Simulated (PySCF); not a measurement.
One of the candidates below gave these computed data.

All candidates are C6H7F3Si.

* UV, strongest line: among the 10 lowest singlet transitions: S7 at 7.09 eV (175 nm, f = 0.281) [TDDFT PBE0/def2-SVPD]
* 13C NMR: chemical shifts (computed TMS as zero) by class: 156.4 (1 C), 149.1 (1 C), 148.3 (1 C), 133.7 (1 C), 127.0 (1 C), 16.7 (1 C) ppm [GIAO PBE/pcSseg-1]
* Triplet: lowest triplet excitation (Tamm–Dancoff): 2.60 eV [TDA PBE0/def2-SVPD]
* Valence photoelectron: vertical ionisation energy: 8.88 eV [ΔSCF PBE0/def2-SVPD]
* NMR, other nuclei: isotropic shieldings of nuclei other than C and H, by class: 235 (3 F), 369 (1 Si) ppm [GIAO PBE/pcSseg-1]
* Rotational structure: rotational constants A, B, C: 1.906, 0.869, 0.674 GHz [PBE0-D3(BJ)/def2-SVP]
* Polarisability: 97.2 au [PBE0/def2-SVPD]

Gas-phase values; electronic properties from PySCF, density fitting. Levels stand in brackets. Geometry: PBE0-D3(BJ)/def2-SVP; no solvent, vibrations or thermal averaging. Each NMR value is the plain mean over a class of atoms that symmetry, rotation or inversion makes alike.

Question: Which candidate is it?
A. `CC1=C(C(F)(F)F)C=C[SiH2]1`
B. `C#C[Si@@H]1CC[C@H]1C(F)(F)F`
C. `C#C[Si@@H]1CC[C@@H]1C(F)(F)F`

Answer: A. It is `CC1=C(C(F)(F)F)C=C[SiH2]1`. Numbering: `[CH3:1][C:2]1=[C:3]([C:4]([F:5])([F:6])[F:7])[CH:8]=[CH:9][SiH2:10]1`. Its formula, C6H7F3Si, gives 3 degrees of unsaturation: 1 ring and 2 π bonds in the structure found. 6 carbons fall into 6 classes; from least to most shielded: alkene CH carbon [C8] (156.4 ppm), fully substituted alkene carbon [C2] (149.1 ppm), fully substituted alkene carbon [C3] (148.3 ppm), CF3 carbon [C4] (133.7 ppm), alkene CH carbon [C9] (127.0 ppm), allylic carbon [C1] (16.7 ppm). The other shieldings belong to: 235 ppm, fluorine of a CF3 group [F5/F6/F7]; 369 ppm, SiH2 silicon [Si10]. The first electron is taken from the HOMO, whose largest Löwdin shares are 0.26 on an alkene CH carbon, 0.21 on a fully substituted alkene carbon, 0.18 on a fully substituted alkene carbon and 0.17 on an alkene CH carbon. By its constants the optimised geometry is an asymmetric top.

The others, at the same levels:
- `C#C[Si@@H]1CC[C@@H]1C(F)(F)F` fails: its computed 13C shifts are 139.7 (1 C), 105.1 (1 C), 84.2 (1 C), 37.5 (1 C), 24.4 (1 C), 15.7 (1 C) ppm, vertical ionisation energy is 9.94 eV (against 8.88 eV) and lowest triplet excitation (Tamm–Dancoff) is 4.69 eV (against 2.60 eV).
- `C#C[Si@@H]1CC[C@H]1C(F)(F)F` fails: its computed 13C shifts are 139.7 (1 C), 104.6 (1 C), 85.4 (1 C), 37.8 (1 C), 26.5 (1 C), 14.8 (1 C) ppm, vertical ionisation energy is 9.99 eV (against 8.88 eV) and lowest triplet excitation (Tamm–Dancoff) is 4.75 eV (against 2.60 eV).

Each candidate is one conformer, not necessarily the lowest. The conformers computed, where there is a choice (atom-mapped SMILES and torsion angles):
- `[CH3:1][C:2]1=[C:3]([C:4]([F:5])([F:6])[F:7])[CH:8]=[CH:9][SiH2:10]1`: C2–C3–C4–F5 -115°
- `[CH:1]#[C:2][Si@@H:3]1[CH2:4][CH2:5][C@@H:6]1[C:7]([F:8])([F:9])[F:10]`: C5–C6–C7–F8 65°
- `[CH:1]#[C:2][Si@@H:3]1[CH2:4][CH2:5][C@H:6]1[C:7]([F:8])([F:9])[F:10]`: C5–C6–C7–F8 -63°
